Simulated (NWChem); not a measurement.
C2H5ISi; SMILES I/C=C\[SiH3]

All runs: NWChem. Structure relaxed at the PBE0/def2-SVP level. def2 effective core potentials on I; no spin-orbit coupling. Level MN15/def2-SVP: energy and gradient on several grids; changes count from the extra-fine grid, which is no exact limit either.

```tsv
grid	size of the energy change (μHa)	largest change of a gradient component (μHa/bohr)	time, medium = 1 (rough)
xcoarse	3000	2000	about 1
coarse	200	500	about 1
medium	< 10	70	about 1
fine	< 10	< 30	about 1
xfine	< 10	< 30	2
```
